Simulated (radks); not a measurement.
Results of a calculation; reference values are marked as such.
Species: Ag4+. Configuration: [Ar] 3d10 4s2 4p5 4d7 5d1 (not the ground configuration). Level of theory: Dirac Kohn-Sham, PBE, spin-unpolarised, spherical densities, finite nucleus; open shells are shared between the two j in proportion to 2j + 1; Fermi nuclear charge, rms radius 4.5454 fm (a radial shooting solver on a logarithmic mesh with Libxc functionals).

Spin-orbit splittings of the eigenvalues, e(l+1/2) - e(l-1/2), with zeta = 2 splitting/(2l+1) and mean radii in bohr:

\begin{tabular}{lrrrrr}
shell & occ. & splitting (eV) & zeta (eV) & <r> j=l-1/2 & <r> j=l+1/2 \\ \hline
2p & 6 & 175.4 & 116.9 & 0.1141 & 0.1192 \\
3p & 6 & 30.99 & 20.66 & 0.3598 & 0.3706 \\
3d & 10 & 6.245 & 2.498 & 0.3433 & 0.3468 \\
4p & 5 & 5.488 & 3.659 & 0.9459 & 0.9722 \\
4d & 7 & 0.7851 & 0.3140 & 1.149 & 1.159 \\
5p & 0 & 0.9181 & 0.6120 & 2.360 & 2.414 \\
5d & 1 & 0.1221 & 0.04885 & 3.103 & 3.119 \\
\end{tabular}
